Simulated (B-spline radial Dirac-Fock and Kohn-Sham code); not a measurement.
# Dipole and non-dipole photoemission parameters of I⁺ 5p3/2

System: the I⁺ ion, [Kr] 4d10 5s2 5p4; threshold 18.03 eV (orbital energy of the model). Calculated with a radial B-spline solver, using Dirac-Hartree-Slater photoionisation with a Latter tail; cross sections with all multipoles, angular parameters from the dipole term and its interference with E2.

For linearly polarised light dσ/dΩ = σ/(4π) [1 + β P₂(cos θ) + (δ + γ cos²θ) sin θ cos φ], with θ from the polarisation vector and φ the angle between the beam and the projection of the electron momentum on the plane normal to the polarisation.

```
hν (eV)  σ (kb)       β       γ       δ
   66.4     151  -0.011   0.203  -0.025
     80     108  -0.175   0.067  -0.008
   93.5    86.8  -0.111  -0.018   0.006
    100    79.6  -0.049  -0.039   0.012
    122    63.6   0.186  -0.053   0.023
    143    54.4   0.398  -0.024   0.027
    184    42.7   0.734   0.060   0.026
    206       ?       ?       ?       ?
    249    31.2   1.061   0.160   0.019
    261    29.6   1.103   0.171   0.017
    400    17.9   1.408   0.206   0.007
    534    12.2   1.542   0.162   0.002
    615    10.0   1.592   0.127   0.001
    624    9.79   1.596   0.124   0.001
    677    8.66   1.620   0.101   0.000
   1000    4.60   1.698   0.003   0.000
   1250    3.11   1.720  -0.027   0.001
   1260    3.06   1.720  -0.028   0.001
   1420    2.46   1.726  -0.030   0.001
   1600    1.97   1.728  -0.023   0.002
   2920   0.578   1.689   0.192   0.006
 2984.4   0.551   1.686   0.206   0.007
   4000   0.285   1.638   0.420   0.012
   5030   0.166   1.590   0.627   0.018
   5380   0.140   1.574   0.694   0.020
   7340  0.0639   1.489   1.028   0.036
 9251.7  0.0345   1.414   1.294   0.054
  11000  0.0214   1.352   1.500   0.071
  11400  0.0194   1.339   1.542   0.075
  12000  0.0168   1.319   1.603   0.081
```

**Question.** Give the values at 206 eV.

**Answer.** σ = 38.1 kb, β = 0.868, γ = 0.101, δ = 0.024.
